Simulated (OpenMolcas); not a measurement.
## Pt2+: ligand-field states by method

Pt2+ with its 6 nearest chloride ions at 2.651 Å, on the Na site of NaCl (a = 5.64056 Å, distance in the model lattice 2.820 Å). The rest of the host is ab initio model potentials to 7.6 Å, with orthogonalisation functions on the cations behind the ligands, and point charges beyond; the distance is set by hand and nothing relaxes, and no local charge compensation is placed. Ligand basis ANO-RCC-VDZP.

```json
{"Program": "OpenMolcas 26.06", "Basis": "ANO-RCC-VTZP [8s7p5d3f1g]", "Scalar Hamiltonian": "DKH2, point nucleus", "Active space": "8 electrons in 5 orbitals (5d)", "State averaging": "2S+1 = 3 even, 10 roots; 2S+1 = 1 even, 15 roots", "Spin-orbit coupling": "state interaction with AMFI integrals over the reference wave functions"}
```

I. CASSCF
II. SS-CASPT2, IPEA 0.25 Eh, imaginary shift 0.1 Eh (closed shells correlated: 5s 5p and the ligand valence shells)

Spin-free states (labels of O, the rotations of Oh) in cm-1, each column counted from its own energy of the first state listed:

| State | Degeneracy | I | II |
| --- | --- | --- | --- |
| 3A2 | 1 | 0 | 0 |
| 3T2 | 3 | 10207 | 12630 |
| 1E | 2 | 11103 | 5880 |
| 3T1 | 3 | 16102 | 18190 |
| 1A1 | 1 | 18824 | 12480 |
| 1T2 | 3 | 21349 | 19850 |
| 1T1 | 3 | 24810 | 22630 |
| 3T1 | 3 | 26005 | 27640 |
| 1E | 2 | 34359 | 35820 |
| 1T2 | 3 | 34580 | 35820 |
| 1A1 | 1 | 53778 | 49270 |

From I to II, I's first state of the same spin (3T2) moves from 10207 to 12630 cm-1, by about +2400 cm-1.

From I to II, I's first state of another spin (1E) moves from 11103 to 5880 cm-1, by about -5200 cm-1.

χT at 300 K: I 1.92, II 1.80 cm3 K/mol.

The states above are spin-free; spin-orbit coupling is strong here and shifts and splits them by thousands of cm-1.

Roots that are degenerate in the reference are averaged as groups; the widest CASPT2 spread within a group is 500 cm-1 (the 3-fold group of multiplicity 3 near 12600 cm-1 above the lowest state of its run, II). Shifts and gaps below about the spread of the groups concerned are not significant. Over all roots computed the reference weight is 0.65 to 0.66 in II; a low but even weight reflects the number of correlated electrons. Real 4d8 and 5d8 ions are as a rule square planar and diamagnetic. Ligand-to-metal charge-transfer states are missing. With no ligand orbital active B as a rule stays too high, so bands that hang on it stand too high and its fall with covalency is understated. Without dynamic correlation the repulsion within the d shell is too large (B by tens of per cent), so at a given field states of lower spin stand too high (holds for I). With metal d orbitals alone the field can be off either way by tens of per cent (holds for I). With one d shell and no ligand orbital active, 10Dq can be off by a tenth or more (holds for II). No measured value stands beside these numbers; the geometry was set by hand and not optimised.
